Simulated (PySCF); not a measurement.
A structure optimised at PBE0-D3(BJ)/def2-SVP, used in a PySCF frequency run:

```xyz
11

C      1.8553     0.7006    -0.1339
Si     0.0810     0.1919    -0.3066
O     -0.0115    -0.6653    -1.7158
O     -0.9929     1.4522    -0.4258
S     -0.5841    -0.9288     1.4125
H      2.1508     1.3165    -0.9973
H      2.0162     1.2825     0.7855
H      2.5141    -0.1807    -0.1052
H     -0.8853    -0.9926    -1.9510
H     -1.2321     1.9041     0.3881
H      0.5506    -1.6548     1.5088
```
Charge 0, spin multiplicity 1.

Write its SMILES and formula.

C[Si](O)(O)S, CH₆O₂SSi

What are its rotational constants (standard atomic weights)?

3.5906, 2.2958, 2.1730 GHz
